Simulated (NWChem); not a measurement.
Basis-set convergence for BeO

SMILES: [Be]=[O]
```xyz
2

Be     0.0000     0.0000     0.8926
O      0.0000     0.0000    -0.4463
```
Charge 0, spin multiplicity 1.

Program: NWChem. The geometry was optimised at B3LYP/def2-SVP, a minimum by its harmonic frequencies.

Quantity: dipole moment at the level B3LYP.

B3LYP has NWChem's definition, with VWN1-RPA local correlation. The Pople sets run with spherical d functions. The structure started from a generated list of species.

| basis | functions | dipole moment (D) |
|---|---|---|
| pcseg-1 | 23 | 6.05 |
| def2-SVP | 23 | … |
| 6-31G* | 28 | … |
| def2-SVPD | 35 | 6.48 |
| 6-31+G* | 36 | 6.44 |
| aug-pcseg-1 | 36 | 6.44 |
| 6-311++G** | 44 | 6.48 |
| pcseg-2 | 45 | 6.34 |
| cc-pVTZ | 60 | 6.12 |
| cc-pVQZ | 110 | … |

Task: Some entries are withheld; supply them.

Result: 
- def2-SVP, dipole moment (D): 5.84
- 6-31G*, dipole moment (D): 5.59
- cc-pVQZ, dipole moment (D): 6.30
